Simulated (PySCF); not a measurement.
## Static response to an electric field

SiMe(SiH3)3, CH12Si4.
Structure used (PBE0-D3(BJ)/def2-SVP), in Å, numbered top down from 1:
```xyz
17
CH12Si4 angstrom
Si     0.001   -0.003    0.195
C      0.015   -0.041    2.090
H     -1.012   -0.032    2.485
H      0.548    0.834    2.490
H      0.518   -0.950    2.455
Si     2.181    0.014   -0.668
H      2.137    0.115   -2.160
H      2.911   -1.240   -0.298
H      2.952    1.181   -0.134
Si    -1.099    1.901   -0.621
H     -0.420    3.152   -0.157
H     -2.520    1.934   -0.149
H     -1.095    1.883   -2.117
Si    -1.100   -1.876   -0.688
H     -0.405   -3.141   -0.292
H     -1.128   -1.793   -2.182
H     -2.511   -1.939   -0.190
```

Level: CAM-B3LYP/def2-SVPD (PySCF), static field, nuclei fixed, core orbitals frozen in the response. The polarisability tensor in these axes (au):

```
x   140.73   0.02  -0.01
y     0.02 140.55   0.29
z    -0.01   0.29 123.42
```

Task: Diagonalise the tensor; give its mean and Δα, where Δα² is half the sum of the squared differences of the eigenvalues.

Result: Principal values 123.41, 140.55 and 140.73 au; mean 134.90 au = 19.99 Å³ = 22.24 × 10⁻⁴⁰ C²·m²/J; Δα = 17.23 au (13 % of the mean).

Task: What is the dipole moment, and where does it point?

Result: (0.01, -0.02, 1.02) D, 1.02 D in size, pointing from the negative to the positive side. Measured along this direction, the outermost atoms are H13, H16 and H7 at the negative end and H4, H5 and H3 at the positive end.

Task: Rayleigh depolarisation ratio (linearly polarised light, static tensor)?

Result: ρ = 3Δα²/(45ᾱ² + 4Δα²) = 890.7/(818883 + 1187.6) = 0.00109.

Task: Form Σ f/ω² (atomic units) for the 10 lowest TDDFT singlets, given as eV and f, and set it beside the mean polarisability, which is this sum over all singlets: 6.49, 0.0283; 6.50, 0.0294; 6.56, 0.0022; 6.79, 0.0044; 7.02, 0.1969; 7.03, 0.1885; 7.23, 0.0006; 7.24, 0.0027; 7.56, 0.5031; 7.56, 0.5088.

Result: They add up to 20.06 au, 14.9 % of the 134.90 au; the largest single term is 6.59 au, from the state at 7.56 eV. Terms in order: 0.50, 0.51, 0.04, 0.07, 2.96, 2.83, 0.01, 0.04, 6.52, 6.59 au. Higher excitations give the rest. The strengths listed sum to 1.465.

Task: Find the Langevin capture rate constant for NH4+ (18.034 u) meeting this molecule (136.002 u), k = 2.342 × 10⁻⁹ cm³/s × √(α in Å³ / reduced mass in u).

Result: The reduced mass is 15.92 u, so k = 2.62 × 10⁻⁹ cm³/s. The formula leaves out the permanent dipole, which adds to the capture rate.

Task: In a dilute gas of rigid molecules at 250 K, how does the orientational term μ²/3kT compare with the electronic polarisability?

Result: In Gaussian units μ²/3kT = 9.97 Å³ against 19.99 Å³, a ratio of 0.50; the Debye molar polarisation (4π/3)N_A(α + μ²/3kT) is 75.6 cm³/mol, leaving out the vibrational part.

Isolated species at its PBE0-D3(BJ)/def2-SVP geometry, gas phase.
